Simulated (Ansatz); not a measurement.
(H3Sn)2S (Sn₂H₆S), relaxed as a singlet with RKS r2SCAN-D4/def2-SVP in Ansatz, starting from the GFN2-xTB geometry. Force threshold 0.02 eV/Å.

In the def2 sets Sn takes a core potential; there is no spin–orbit coupling.

Start:

```
atom    x (Å)    y (Å)    z (Å)
 Sn1  -1.2757   0.4367  -1.3505
  H2  -2.3266  -0.7541  -0.8196
  H3  -1.4309   0.6695  -2.9896
  H4  -1.6153   1.8498  -0.5179
  S5   0.9928  -0.2566  -1.0695
 Sn6   1.3368  -0.4471   1.2866
  H7   2.6595  -1.4416   1.4410
  H8   1.6477   1.0565   1.9510
  H9   0.0118  -1.1132   2.0684
```

| step | energy (eV) | largest force component (eV/Å) | SCF passes |
| --- | --- | --- | --- |
| 1 | -22595.9290 | 0.700 | 24 |
| 2 | -22596.0178 | 0.263 | 28 |
| 3 | -22596.0434 | 0.038 | 28 |
| 4 | -22596.0498 | 0.061 | 28 |
| 5 (rejected) | -22596.0341 | 0.219 | 28 |
| 6 | -22596.0514 | 0.007 | 28 |
| 7 | -22596.0517 | 0.026 | 29 |
| 8 | -22596.0519 | 0.036 | 29 |
| 9 | -22596.0521 | 0.050 | 28 |
| 10 | -22596.0524 | 0.038 | 29 |
| 11 | -22596.0528 | 0.001 | 29 |
| 12 | -22596.0529 | 0.005 | 29 |

Force components are those of the run's own axes.

End:

```xyz
9

Sn   -1.236    0.421   -1.313
H    -2.337   -0.768   -0.755
H    -1.481    0.770   -2.968
H    -1.362    1.835   -0.350
S     1.034   -0.442   -1.172
Sn    1.296   -0.446    1.247
H     2.729   -1.328    1.542
H     1.425    1.167    1.812
H    -0.067   -1.209    1.957
```

By distances, no bond broke or formed. The bond that changes most is Sn6–H7, from 1.66 to 1.71 Å (atoms count from 1).

The force fell under the threshold at step 6, but the optimiser went on. No frequencies were taken in this run, so the end may be a saddle point.

Hardware: 4 threads of Arm Neoverse V1 on a shared host. Wall time 29 s.
